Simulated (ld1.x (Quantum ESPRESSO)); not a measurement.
## Which change was made? (Bi, TM)

ld1.x (Quantum ESPRESSO) 7.5 input, shortened:

```
&input
   title='Bi', zed=83., rel=1, dft='PBE', iswitch=3,
   config='[Xe] 4f14 5d10 6s2 6p0 6d-2'
 /
 &inputp
   pseudotype=2, tm=.true., lloc=2,
   nlcc=.false.
 /
3
6S  1  0   2.00   0.00  1.55  1.55  0.0
6P  2  1   0.00   0.00  2.05  2.05  0.0
6D  3  2  -2.00   0.05  2.25  2.25  0.0
 &test
   configts(1)='6s2 6p0'
 /
```

Cutoffs, loose and tight: the cutoffs (Ry, on a coarse ladder) from which the occupation-weighted sum of valence levels, in a spherical-Bessel basis at the reference potential, stays within 10 and 1 mRy of its value at 400 Ry. They do not see the model core or the augmentation charge, which bear on the density cutoff. Test errors are all-electron minus pseudo excitation energies from the reference, over the configurations 6s2 6p3; 6s2 6p2; 6s2 6p1; 6s1 6p4; 6s0 6p5; 6s2 6p2.5; 6s2 6p3.3; variants that change the core or the reference have their own tests.

The base gives: outcome: generated; cutoff, loose: 55 Ry; cutoff, tight: 110 Ry; bound ghosts: s, p; largest test error (meV): +902.

Task: After one change the result is: outcome: generated; cutoff, loose: 55 Ry; cutoff, tight: 110 Ry; bound ghosts: none; largest test error (meV): +959. Which change was it?
A. wave 6d channel at 0.05 Ry: rc 2.25 bohr becomes 6d channel at 0.05 Ry: rc 2.90 bohr
B. wave 6d channel at 0.05 Ry: rc 2.25 bohr becomes 6d channel at 0.05 Ry: rc 3.20 bohr
C. wave 6d channel at 0.05 Ry: rc 2.25 bohr becomes 6d channel at 0.05 Ry: rc 2.46 bohr

Result: A. The others give: wave 6d channel at 0.05 Ry: rc 2.25 bohr becomes 6d channel at 0.05 Ry: rc 3.20 bohr → outcome: generated; cutoff, loose: 55 Ry; cutoff, tight: 110 Ry; bound ghosts: s, p; largest test error (meV): +3864 | wave 6d channel at 0.05 Ry: rc 2.25 bohr becomes 6d channel at 0.05 Ry: rc 2.46 bohr → outcome: generated; cutoff, loose: 55 Ry; cutoff, tight: 110 Ry; bound ghosts: s; largest test error (meV): +1068.
